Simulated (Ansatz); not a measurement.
SiMe(OiPr)3 (C10H24O3Si). Charge 0, multiplicity 3. Geometry PBE-D4/def2-SVP, that of the neutral singlet; atoms count from 1.

```xyz
38

Si    0.479    0.093    0.116
C     2.258    0.491    0.551
H     2.843    0.756   -0.354
H     2.754   -0.376    1.034
H     2.314    1.348    1.254
O    -0.428   -0.200    1.489
C    -0.755    0.782    2.484
C    -0.766    0.085    3.840
C    -2.090    1.437    2.133
H     0.034    1.574    2.500
H    -1.533   -0.717    3.850
H    -0.999    0.801    4.654
H     0.218   -0.377    4.050
H    -2.028    1.911    1.134
H    -2.892    0.671    2.106
H    -2.364    2.209    2.881
O     0.384   -1.261   -0.858
C     0.758   -2.594   -0.480
C     1.266   -3.305   -1.730
C    -0.432   -3.299    0.170
H     1.593   -2.550    0.264
H     0.460   -3.352   -2.492
H     1.589   -4.339   -1.497
H     2.124   -2.758   -2.170
H    -0.774   -2.733    1.058
H    -1.275   -3.358   -0.549
H    -0.162   -4.329    0.482
O    -0.245    1.360   -0.697
C     0.149    1.876   -1.976
C    -0.174    3.367   -1.992
C    -0.556    1.097   -3.087
H     1.254    1.753   -2.103
H    -1.265    3.521   -1.857
H     0.130    3.829   -2.953
H     0.352    3.890   -1.168
H    -0.308    0.020   -3.017
H    -1.656    1.205   -2.985
H    -0.256    1.471   -4.087
```

Single mean-field runs in def2-TZVP are fitted with def2-universal-jkfit. At PBE0-D4/def2-TZVP a singlet of charge 0 lies 7.38 eV below the triplet at the same geometry.

Problem. Estimate the Mulliken populations of the heavy atoms from the PBE0/def2-TZVP orbitals of Ansatz.

Solution. 
| atom | charge (e) | spin (α − β) |
| --- | --- | --- |
| Si1 | 0.18 | 0.48 |
| C2 | 0.60 | -0.65 |
| O6 | -0.23 | 0.17 |
| C7 | 0.23 | -0.14 |
| C8 | -0.30 | -0.06 |
| C9 | -0.39 | 0.03 |
| O17 | -0.24 | 0.15 |
| C18 | 0.21 | -0.12 |
| C19 | -0.30 | -0.05 |
| C20 | -0.39 | 0.03 |
| O28 | -0.23 | 0.16 |
| C29 | 0.21 | -0.12 |
| C30 | -0.29 | -0.06 |
| C31 | -0.39 | 0.03 |
Mulliken values depend strongly on the basis.

Problem. Where does the spin sit?

Solution. Summed by element: Si 0.48, C -1.12, H 2.17, O 0.47, of 2 unpaired in all. Largest on single atoms: C2 -0.65, Si1 0.48, H5 0.39.

Problem. And the Mayer bond orders between heavy atoms (over 0.3)?

Solution. Si1–O6 1.09 (1.67 Å); Si1–O17 1.10 (1.67 Å); Si1–O28 1.09 (1.67 Å); O6–C7 0.91 (1.44 Å); C7–C8 1.03 (1.52 Å); C7–C9 0.99 (1.53 Å); O17–C18 0.91 (1.43 Å); C18–C19 1.03 (1.53 Å); C18–C20 0.99 (1.53 Å); O28–C29 0.91 (1.43 Å); C29–C30 1.03 (1.53 Å); C29–C31 0.99 (1.53 Å).
